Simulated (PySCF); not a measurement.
# Magnetisability: SMILES CCB(Br)CC, C4H10BBr

Geometry (Å), atoms numbered from 1 in this order:
```xyz
16

B    -0.100   -0.284    0.211
C     1.485   -0.274    0.170
C     2.114   -1.280   -0.805
H     1.847   -0.522    1.176
H     1.876    0.722   -0.051
H     3.200   -1.240   -0.748
H     1.798   -2.295   -0.576
H     1.819   -1.054   -1.828
C    -0.918    1.069    0.221
C    -2.437    0.961    0.385
H    -0.705    1.604   -0.713
H    -0.523    1.724    1.007
H    -2.897    1.947    0.369
H    -2.871    0.371   -0.420
H    -2.690    0.482    1.329
Br   -0.999   -1.933    0.272
```

Method: PySCF 2.14.0, GIAO PBE0/def2-SVP magnetisability, rotational g tensor and spin-rotation constants, non-relativistic, gas phase. Geometry: GFN2-xTB.

The calculation is non-relativistic, which matters for the atoms heavier than Zn.

(1) What are the magnetisability and the molar susceptibility?

(2) Split it along the inertial axes a, b, c into diamagnetic and paramagnetic parts about the centre of mass, with the quadrupole moment.

(3) And the rotational g tensor?

Answers

(1) Isotropic -1418 × 10⁻³⁰ J/T², or -85.4 × 10⁻⁶ cm³/mol; principal values -1588, -1386, -1281 × 10⁻³⁰ J/T², anisotropy 271 × 10⁻³⁰ J/T² (root of half the summed squared differences of the principal values). The susceptibility is in cgs units.

(2) 
```csv
axis,χ (10⁻⁶ cm³/mol),diamagnetic (10⁻⁶ cm³/mol),paramagnetic (10⁻⁶ cm³/mol),summed x² of all electrons (Å²),quadrupole Θ (D Å)
a,-84.3,-594.8,510.5,174.3,-1.57
b,-77.1,-826.4,749.3,119.7,+1.03
c,-94.8,-1247.7,1152.9,20.5,+0.54
```
Anisotropies 2χaa − χbb − χcc = +3.2 and 2χbb − χaa − χcc = +24.8 × 10⁻⁶ cm³/mol. Θ is traceless in Buckingham's convention.

(3) 
```csv
axis,rotational constant (GHz),g,nuclear part,electronic part
a,2.3437,-0.0049,0.5572,-0.5620
b,1.8025,-0.0111,0.6234,-0.6345
c,1.0723,+0.0024,0.5832,-0.5808
```
Asymmetric top; isotopes 11B, 79Br, 12C, 1H; no vibrational averaging.
